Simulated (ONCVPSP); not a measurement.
## An all-electron radial function and its pseudo partner (potassium)

Columns: radius, all-electron u(r) and pseudo u(r) of the 3s shell (level -38.08 eV) of potassium in the configuration [Ne] 3s2 3p6 4s0.5; PBEsol, scalar-relativistic, ONCV scheme, ONCVPSP 4.0.1.

```json
{"r (bohr)": "0.105", "all-electron": "0.0121", "pseudo": "0.0752"}
{"r (bohr)": "0.210", "all-electron": "-0.4436", "pseudo": "0.1593"}
{"r (bohr)": "0.315", "all-electron": "-0.4571", "pseudo": "0.2583"}
{"r (bohr)": "0.420", "all-electron": "-0.1970", "pseudo": "0.3731"}
{"r (bohr)": "0.525", "all-electron": "0.1418", "pseudo": "0.4992"}
{"r (bohr)": "0.630", "all-electron": "0.4525", "pseudo": "0.6272"}
{"r (bohr)": "0.735", "all-electron": "0.6930", "pseudo": "0.7456"}
{"r (bohr)": "0.840", "all-electron": "0.8554", "pseudo": "0.8431"}
{"r (bohr)": "0.945", "all-electron": "0.9468", "pseudo": "0.9112"}
{"r (bohr)": "1.050", "all-electron": "0.9809", "pseudo": "0.9458"}
{"r (bohr)": "1.155", "all-electron": "0.9725", "pseudo": "0.9473"}
{"r (bohr)": "1.260", "all-electron": "0.9345", "pseudo": "0.9201"}
{"r (bohr)": "1.365", "all-electron": "0.8777", "pseudo": "0.8711"}
{"r (bohr)": "1.470", "all-electron": "0.8102", "pseudo": "0.8078"}
{"r (bohr)": "1.575", "all-electron": "0.7378", "pseudo": "0.7372"}
{"r (bohr)": "1.680", "all-electron": "0.6646", "pseudo": "0.6645"}
{"r (bohr)": "1.785", "all-electron": "0.5936", "pseudo": "0.5936"}
{"r (bohr)": "1.890", "all-electron": "0.5264", "pseudo": "0.5263"}
{"r (bohr)": "1.995", "all-electron": "0.4640", "pseudo": "0.4640"}
{"r (bohr)": "2.100", "all-electron": "0.4070", "pseudo": "0.4070"}
{"r (bohr)": "2.205", "all-electron": "0.3555", "pseudo": "0.3555"}
{"r (bohr)": "2.310", "all-electron": "0.3094", "pseudo": "0.3094"}
{"r (bohr)": "2.415", "all-electron": "0.2685", "pseudo": "0.2685"}
{"r (bohr)": "2.520", "all-electron": "0.2324", "pseudo": "0.2324"}
{"r (bohr)": "2.625", "all-electron": "0.2007", "pseudo": "0.2007"}
{"r (bohr)": "2.730", "all-electron": "0.1730", "pseudo": "0.1730"}
```

(1) How many radial nodes do the two functions have?

(2) At about which radius was the pseudo-wave matched?

(3) Where does each function peak?

(4) Is the pseudo-wave norm-conserving?

Results:

(1) The all-electron 3s function has n − l − 1 = 2; the pseudo-wave has 0, since the states of the same l below it are removed with the core.

(2) 2.00 bohr. The columns agree to 0.0005 from 1.68 bohr on; several derivatives are matched, so the curves merge somewhat inside the radius.

(3) Outermost all-electron maximum near 1.05 bohr, pseudo maximum near 1.16 bohr (to the table’s step).

(4) Yes: the ONCV scheme keeps the norm inside the radius equal to the all-electron one, which fixes the energy derivative of the logarithmic derivative at the level.
